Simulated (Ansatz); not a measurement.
Ansatz (a program for electronic structure) input (B3LYP/LANL2DZ): The .json file is the Basis Set Exchange's LANL2DZ.

Ansatz 0.2 input:
```yaml
crystal:
  periodic: [false, false, false]
  atoms:
    - {symbol: Hg, position_ang: [-0.00000000, -0.00000000, -1.57103233]}
    - {symbol: Hg, position_ang: [0.00000000, 0.00000000, 1.57103233]}
basis:
  gaussian:
    orbitals: LANL2DZ.json
hamiltonian:
  xc: {name: B3LYP}
total_charge: 1
magnetization: {spin_polarized: true, initial_magnetization: 1}
phonons: {temperatures: {t_min: 298.15, t_max: 298.15, t_step: 100}}
```

Output:

```
Functional definition: B3LYP
integrals: 0.01 GiB planned
585 factors; integrals over basis functions are off by at most 1.8e-4 eV
mean field: 0.14 GiB planned
mean field evaluation 1: about -2320.0350 eV, gradient 7.1e0 eV
mean field evaluation 2: about -2320.2343 eV, gradient 4.6e0 eV
mean field evaluation 4: about -2320.3792 eV, gradient 2.6e-1 eV
mean field evaluation 8: about -2320.3918 eV, gradient 3.8e-3 eV
mean field -2320.39179079 eV, -85.2728254935 hartree, gradient 3.3e-5 eV, S^2 0.753617; 0 other end points of the search recorded, 0 dependent functions left out
the calculation of the forces begins
reference -2320.39198110 eV, -85.2728324873 hartree; 12, 11 occupied and 24, 25 virtual orbitals, 585 factors
these checks for a lower state are left out or cut short: stability, starts, cluster_reference, orbital_swaps, neighbouring_geometries, increment
integrals: 0.01 GiB planned
585 factors; integrals over basis functions are off by at most 1.8e-4 eV
mean field: 0.14 GiB planned
mean field evaluation 16: about -2320.3918 eV, gradient 2.4e-6 eV
mean field -2320.39179079 eV, -85.2728254934 hartree, gradient 2.2e-6 eV, S^2 0.753617; 0 other end points of the search recorded, 0 dependent functions left out
the calculation of the forces begins
reference -2320.39198110 eV, -85.2728324872 hartree; 12, 11 occupied and 24, 25 virtual orbitals, 585 factors
these checks for a lower state are left out or cut short: stability, starts, cluster_reference, orbital_swaps, neighbouring_geometries, increment
integrals: 0.01 GiB planned
585 factors; integrals over basis functions are off by at most 1.8e-4 eV
mean field: 0.14 GiB planned
mean field -2320.39179079 eV, -85.2728254934 hartree, gradient 2.2e-6 eV, S^2 0.753617; 0 other end points of the search recorded, 0 dependent functions left out
the calculation of the forces begins
reference -2320.39198110 eV, -85.2728324872 hartree; 12, 11 occupied and 24, 25 virtual orbitals, 585 factors
these checks for a lower state are left out or cut short: stability, starts, cluster_reference, orbital_swaps, neighbouring_geometries, increment
integrals: 0.01 GiB planned
585 factors; integrals over basis functions are off by at most 1.8e-4 eV
mean field: 0.14 GiB planned
mean field -2320.39179079 eV, -85.2728254934 hartree, gradient 2.2e-6 eV, S^2 0.753617; 0 other end points of the search recorded, 0 dependent functions left out
the calculation of the forces begins
reference -2320.39198110 eV, -85.2728324872 hartree; 12, 11 occupied and 24, 25 virtual orbitals, 585 factors
these checks for a lower state are left out or cut short: stability, starts, cluster_reference, orbital_swaps, neighbouring_geometries, increment
integrals: 0.01 GiB planned
585 factors; integrals over basis functions are off by at most 1.8e-4 eV
mean field: 0.14 GiB planned
mean field evaluation 32: about -2320.3918 eV, gradient 5.6e-6 eV
mean field -2320.39179079 eV, -85.2728254934 hartree, gradient 2.2e-6 eV, S^2 0.753617; 0 other end points of the search recorded, 0 dependent functions left out
the calculation of the forces begins
reference -2320.39198110 eV, -85.2728324872 hartree; 12, 11 occupied and 24, 25 virtual orbitals, 585 factors
these checks for a lower state are left out or cut short: stability, starts, cluster_reference, orbital_swaps, neighbouring_geometries, increment
integrals: 0.01 GiB planned
585 factors; integrals over basis functions are off by at most 1.8e-4 eV
mean field: 0.14 GiB planned
mean field -2320.39179141 eV, -85.2728255163 hartree, gradient 9.8e-7 eV, S^2 0.753618; 0 other end points of the search recorded, 0 dependent functions left out
the calculation of the forces begins
reference -2320.39198168 eV, -85.2728325084 hartree; 12, 11 occupied and 24, 25 virtual orbitals, 585 factors
these checks for a lower state are left out or cut short: stability, starts, cluster_reference, orbital_swaps, neighbouring_geometries, increment
integrals: 0.01 GiB planned
585 factors; integrals over basis functions are off by at most 1.8e-4 eV
mean field: 0.14 GiB planned
mean field -2320.39178058 eV, -85.2728251182 hartree, gradient 9.7e-7 eV, S^2 0.753616; 0 other end points of the search recorded, 0 dependent functions left out
the calculation of the forces begins
reference -2320.39197093 eV, -85.2728321137 hartree; 12, 11 occupied and 24, 25 virtual orbitals, 585 factors
Total energy: -2320.39198110 eV, -85.2728324873 hartree
Atom 0 at    -0.000000    -0.000000    -1.571032 Å, force     0.000000    -0.000000     0.002173 eV/Å
Atom 1 at     0.000000     0.000000     1.571032 Å, force    -0.000000     0.000000    -0.002173 eV/Å
Dipole moment:     0.000000    -0.000000    -0.000000 e Å
Vibrations: 64.50 cm⁻¹, zero-point energy 0.003999 eV
```

The blocks after the first are displaced geometries, from whose forces the wavenumbers follow.

The dipole moment of an ion depends on the origin.
